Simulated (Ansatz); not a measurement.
**Heat of formation of CH3Br (bromomethane) from total energies**

The species is CH3Br (5 atoms), meant as a singlet with charge 0. SMILES: `CBr`. The shape is that of a PBE0-D4/def2-TZVP optimisation.

Total energies at wB97X/cc-pVTZ (Ansatz 0.2.0); the atoms run unrestricted:

```tsv
species	state	energy (Eh)
CH3Br	singlet	-2614.144237
C	triplet	-37.845163
Br	doublet	-2574.186668
H	doublet	-0.501395
```

Harmonic wavenumbers at PBE0-D4/def2-TZVP, in cm⁻¹: 633, 968, 968, 1331, 1469, 1469, 3096, 3207, 3207.

Measured heats of formation of the gaseous atoms at 298.15 K, in kJ/mol: C 716.9, Br 111.9, H 218.0. Spin-orbit lowering of the atoms at 298 K (mean of the ground term's levels less their thermal mean, from spectra), in kJ/mol: C 0.02, Br 14.69. Take 1 Eh = 2625.50 kJ/mol, 1 cm⁻¹ = 0.0119627 kJ/mol, RT = 2.479 kJ/mol.

Problem. Work out the heat of formation of the gas at 298 K.

Solution. 
1. Electronic atomisation energy: (-37.845163) + (-2574.186668) + 3 × (-0.501395) − (-2614.144237) = 0.608221 Eh = 1596.9 kJ/mol.
2. Zero-point energy: half the sum of the wavenumbers, 8174 cm⁻¹ = 97.8 kJ/mol.
3. Thermal vibrational enthalpy, Σ hcν̃/(exp(hcν̃/kT) − 1): 0.6 kJ/mol. Translation, rotation and pV of a non-linear molecule: 4 RT = 9.9 kJ/mol.
4. The 5 free atoms carry 5/2 RT each: 31.0 kJ/mol.
5. Spin-orbit coupling lowers the free atoms by 0.02 + 14.69 = 14.7 kJ/mol.
6. Atomisation enthalpy at 298 K: 1596.9 − 14.7 − 97.8 − 0.6 − 9.9 + 31.0 = 1504.9 kJ/mol.
7. Sum of the atoms' heats of formation: 1482.8 kJ/mol. Heat of formation: 1482.8 − 1504.9 = -22.1 kJ/mol.

The tabulated value is -36.4 kJ/mol (Active Thermochemical Tables), so this level is off by +14.3 kJ/mol, or 0.9 % of the atomisation enthalpy. Relativity is left out. Anharmonicity and any spin-orbit splitting of the molecule are left out.
